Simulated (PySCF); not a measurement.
How methods differ on the excitation energy of Ba

Ba [Xe] 6s2 (1S) → Ba [Xe] 5d1 6s1 (3D), as a difference of total energies. Computed with PySCF 2.14 in x2c-TZVPPall (11s7p6d2f1g, 85 functions), with scalar relativity by spin-free X2C-1e. Correlated levels: valence: [Xe] frozen. The calculations carry no spin-orbit coupling.

```
           method  excitation energy (cm⁻¹)  error (cm⁻¹)
              UHF                    6591.2         -2766
    MP2 (valence)                    9578.2          +221
SCS-MP2 (valence)                     10824         +1467
   CCSD (valence)                     10514         +1157
```

Reference: 9357.0 cm⁻¹ (measured; NIST levels, between the centres of gravity of the two terms).

Errors of the correlated levels include the incompleteness of this basis and the frozen core.

With two correlated electrons CCSD is exact in that space.
